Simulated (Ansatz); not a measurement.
C2H8OSi2 can be A, `CC[Si]O[SiH3]`, or B, `O[Si]1([SiH3])CC1`.

Gas-phase electronic energies from Ansatz, PBE0-D4/def2-TZVP geometries. CBS: MP2 limit from def2 TZ/QZ plus the TZ coupled-cluster correction, frozen cores. Functionals use def2-TZVPP. B3LYP here is the variant with VWN-RPA as its local correlation; programs differ in this. Each species was taken in one conformer, which may not be the lowest.

Task: Which isomer does CCSD(T)/CBS put lower? Give the gap. (Estimate.)

Result: The calculation gave: A, by 86.9 kJ/mol.

Task: Give E(B) − E(A) in kJ/mol with ωB97M-V, MP2/def2-TZVPP, CCSD/def2-TZVPP, B3LYP, B2PLYP, HF/def2-TZVPP, B3LYP-D4. (An estimate is asked.)

Result: The calculation gave: ωB97M-V 92.4, MP2/def2-TZVPP 80.8, CCSD/def2-TZVPP 94.2, B3LYP 90.6, B2PLYP 90.0, HF/def2-TZVPP 115.4, B3LYP-D4 95.5. None reverses the order clearly.

Largest T1 diagnostic: 0.013.

In def2-TZVPP, CCSD(T) changes the Hartree–Fock value by −26.2 kJ/mol (the triples alone add −5.0 kJ/mol) and MP2 by −34.7 kJ/mol. The D4 term adds +4.9 kJ/mol with B3LYP and +2.6 kJ/mol with PBE0; it sums over pairs of atoms, weighted by their polarisabilities, and B3LYP, whose exchange is more repulsive, gets the larger term.
